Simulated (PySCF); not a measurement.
A species of formula C6H8F2 has this rotational fingerprint, computed with PySCF 2.14.0, PBE0-D3(BJ)/def2-SVP geometry optimisation, gas phase:

| Item | Value |
| --- | --- |
| Rotational constants | A = 4230, B = 981.8, C = 966.1 MHz |
| Dipole components | \|μa\| = 2.82 D, \|μb\| = 0.61 D, \|μc\| = 0.95 D |
| Inertial defect | -111.12 u·Å² |
| κ | -0.99 |

Problem. Which structure is it? (One computed conformer of each.)
A. `[CH3:1][CH:2]=[C:3]=[CH:4][C:5]([CH3:6])([F:7])[F:8]` with C3–C4–C5–C6 2°
B. `[F:1][CH:2]([F:3])[C@@:4]12[CH2:5][CH2:6][C@@H:7]1[CH2:8]2` with F1–C2–C4–C5 72°
C. `FC1(F)CC12CCC2`
D. `[CH2:1]=[CH:2][C:3](=[CH2:4])[C@@H:5]([F:6])[CH2:7][F:8]` with C1–C2–C3–C4 177°, C2–C3–C5–F6 162°, C3–C5–C7–F8 170°

Solution. A. It is CC=C=CC(C)(F)F, a near-prolate asymmetric top, point group C1. The candidates at the same level (rigid rotor, commonest isotopes):

```csv
SMILES,A (MHz),B (MHz),C (MHz),μa (D),μb (D),μc (D),Δ (u·Å²),point group,rotor
FC1(F)CC12CCC2,3463,1670,1520,1.68,0.00,1.20,-116.16,Cs,asymmetric top
CC=C=CC(C)(F)F,4230,981.8,966.1,2.82,0.61,0.95,-111.12,C1,near-prolate asymmetric top
FC(F)[C@@]12CC[C@@H]1C2,3696,1581,1432,1.84,0.70,0.85,-103.51,C1,asymmetric top
C=CC(=C)[C@@H](F)CF,2612,1572,1101,2.36,0.66,0.94,-55.91,C1,asymmetric top
```

`FC(F)[C@@]12CC[C@@H]1C2` has B 61 % too high; `FC1(F)CC12CCC2` has B 70 % too high; `C=CC(=C)[C@@H](F)CF` has B 60 % too high. No structure here is proved a minimum.
